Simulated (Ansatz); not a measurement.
Relaxation of BFH₄O₂ (8 atoms, charge 0, multiplicity 1), to a largest force component of 0.03 eV/Å in at most 50 steps.

The calculation used Ansatz, RKS PBE0-D4/def2-SVP.

```xyz
8
Properties=species:S:1:pos:R:3
B -0.101 -0.321 -0.134
F -0.083 -0.705 1.145
O 1.028 -0.409 -0.865
H 1.776 -0.751 -0.360
H -1.140 -0.017 -0.650
O 0.015 2.008 1.033
H 0.955 2.205 1.116
H -0.138 1.334 1.732
```

**Question.** Where does it end, and by what steps?

**Answer.** The forces met the threshold. After 13 steps the energy has fallen by 0.070 eV; H7 moved furthest, 0.54 Å.

```
step  energy less start (eV)  largest force component (eV/Å)  accepted
   0                  0.0000                           0.649       yes
   1                 -0.0188                           0.495       yes
   2                 -0.0206                           1.235       yes
   3                 -0.0433                           0.591       yes
   4                 -0.0546                           0.229       yes
   5                 -0.0618                           0.264       yes
   6                 -0.0566                           0.714        no
   7                 -0.0674                           0.118       yes
   8                 -0.0691                           0.088       yes
   9                 -0.0690                           0.105        no
  10                 -0.0698                           0.033       yes
  11                 -0.0700                           0.067       yes
  12                 -0.0700                           0.068       yes
  13                 -0.0701                           0.009       yes
```

```xyz
8
Properties=species:S:1:pos:R:3
B -0.120 -0.136 -0.036
F -0.215 -0.884 1.094
O 1.092 -0.122 -0.677
H 1.756 -0.606 -0.172
H -1.117 0.115 -0.663
O -0.022 1.643 0.947
H 0.845 1.954 0.656
H 0.093 1.382 1.870
```

The run took 33 s on 1 thread of Arm Neoverse V2, on a shared host, peak memory 0.14 GiB.
